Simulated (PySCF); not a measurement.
Computed data (PySCF 2.14): shieldings: GIAO PBE0/pcSseg-1, geometry: GFN2-xTB. No solvent model, no relativistic terms, single conformer, rapidly exchanging positions averaged.

Chemical shifts δ = σref − σ; TMS for 1H and 13C, all at this level. Shifts are as computed. Against solution values, carbons near 30 ppm lie about +3 ppm off and those near 130 ppm about +5 ppm; carbons on Cl a further +6 ppm. Of 1211 compounds with measured shifts, 218 miss one by over three times the rms of a fit or turn the order of signals round; such compounds aren't used in these exercises. Carbons bonded to Cl come out too deshielded. OH and NH positions are gas-phase values without hydrogen bonding to other molecules.

(1) Order these molecules by the shift of their most shielded carbon-bound hydrogen, lowest δ first.
A. C=C(C#N)C[SiH2]C(=O)OC
B. CC#C[C@](C)(F)C(F)=C(F)F
C. C=CCO[Si](O)(O)CCl
D. C=C1[C@@H](C)[C@H](C)[C@@H]1N

(2) How many 13C and 1H signals does each give (equivalence by symmetry and fast rotation, but not about amide C–N or C=N bonds)? `C=C1[C@@H](C)[C@H](C)[C@@H]1N`, `C=C(C#N)C[SiH2]C(=O)OC`, `CC#C[C@](C)(F)C(F)=C(F)F`, `C=CCO[Si](O)(O)CCl`

## Answers

(1) D (0.93 ppm, hydrogen on a methyl carbon), B (1.86 ppm, hydrogen on a methyl carbon), A (2.24 ppm, hydrogen on an allylic sp3 CH2 bonded to Si), C (2.96 ppm, hydrogen on an sp3 CH2 bonded to Cl and Si).

(2) C=C1[C@@H](C)[C@H](C)[C@@H]1N: 7 C, 8 H; C=C(C#N)C[SiH2]C(=O)OC: 6 C, 5 H; CC#C[C@](C)(F)C(F)=C(F)F: 7 C, 2 H; C=CCO[Si](O)(O)CCl: 4 C, 6 H.
